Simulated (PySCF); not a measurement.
Vertical excitations of a molecule C2H11NSi3 from PySCF 2.14.0 with TDA-ωB97X/def2-SVPD, as energy in eV (oscillator strength): 5.72 (0.010), 5.80 (0.001), 6.75 (0.038), 6.78 (0.022), 7.19 (0.013), 7.26 (0.031). Lowest triplet (TDA): 5.46 eV. The structure is a stationary point at PBE-D3(BJ)/def2-SVP. One conformer was computed; it need not be the lowest.

### Question
Identify the compound among the candidates.
A) [SiH3][C@@H]1[SiH2]CN1[SiH3]
B) [SiH3]/N=C\C([SiH3])[SiH3]
C) CN1[SiH2]C[SiH2][SiH2]1
D) N[Si@@H]1C[C@H]([SiH3])[SiH2]1

### Answer
A, [SiH3][C@@H]1[SiH2]CN1[SiH3]
